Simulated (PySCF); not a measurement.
## SMILES CO[Si@@H]1CC=C1C, C5H10OSi

Geometry (Å), atoms numbered from 1 in this order:
```xyz
17

C     2.515   -0.532   -0.128
O     1.678   -0.018   -1.123
Si    0.171    0.578   -0.987
C    -0.280    1.862    0.386
C    -1.222    0.829    0.954
C    -1.109   -0.242    0.159
C    -1.817   -1.551    0.250
H     3.436   -0.867   -0.606
H     2.752    0.231    0.616
H     2.044   -1.378    0.378
H    -0.060    0.866   -2.390
H     0.504    2.158    1.086
H    -0.788    2.772    0.073
H    -1.842    0.968    1.827
H    -2.406   -1.614    1.164
H    -1.102   -2.373    0.232
H    -2.482   -1.677   -0.605
```

Level of theory: GIAO HF/pcSseg-1 magnetisability, rotational g tensor and spin-rotation constants, non-relativistic, gas phase (PySCF). Geometry: GFN2-xTB.

Q: Give the nuclear spin-rotation constants along the inertial axes (H = +C I·J) beside the isotropic shieldings.

A: Rotational constants 3.0748, 1.6592, 1.3498 GHz. A star marks the isotopologue with that one atom substituted, in its own axes.
| atom | isotope | Caa (kHz) | Cbb (kHz) | Ccc (kHz) | mean (kHz) | σ (ppm) |
| --- | --- | --- | --- | --- | --- | --- |
| H8 | 1H | 0.119 | -0.137 | -0.150 | -0.056 | 28.2 |
| H9 | 1H | -0.299 | -0.030 | -0.064 | -0.131 | 28.7 |
| H10 | 1H | -0.144 | -0.034 | -0.129 | -0.102 | 28.7 |
| H11 | 1H | -0.286 | -0.150 | 0.069 | -0.122 | 27.4 |
| H12 | 1H | -0.253 | -0.158 | -0.020 | -0.144 | 30.4 |
| H13 | 1H | -0.316 | -0.012 | -0.117 | -0.148 | 30.7 |
| H14 | 1H | 0.122 | -0.167 | -0.053 | -0.033 | 24.9 |
| H15 | 1H | -0.057 | -0.182 | -0.082 | -0.107 | 30.2 |
| H16 | 1H | -0.198 | -0.036 | -0.142 | -0.126 | 30.4 |
| H17 | 1H | -0.282 | -0.173 | 0.005 | -0.150 | 30.4 |
| C1 | 13C* | 0.601 | 0.314 | 0.188 | 0.368 | 144.8 |
| O2 | 17O* | -0.154 | -0.040 | -0.095 | -0.096 | 337.9 |
| Si3 | 29Si* | -1.723 | -0.939 | -0.756 | -1.139 | 408.0 |
| C4 | 13C* | 0.364 | 0.232 | 0.203 | 0.267 | 172.0 |
| C5 | 13C* | 1.373 | 0.553 | 0.324 | 0.750 | 37.7 |
| C6 | 13C* | 1.304 | 0.606 | 0.334 | 0.748 | 35.4 |
| C7 | 13C* | 0.404 | 0.214 | 0.185 | 0.268 | 173.7 |

For the geometry as given, no vibrational averaging.

Q: How do the rotational constants and the g tensor change when H8, H9, H10, H11, H12, H13, H14, H15, H16, H17 are replaced by deuterium?

A: Constants 2.4427, 1.4035, 1.1379 GHz; g -0.0274, -0.0133, -0.0104, against -0.0348, -0.0156, -0.0122 before.
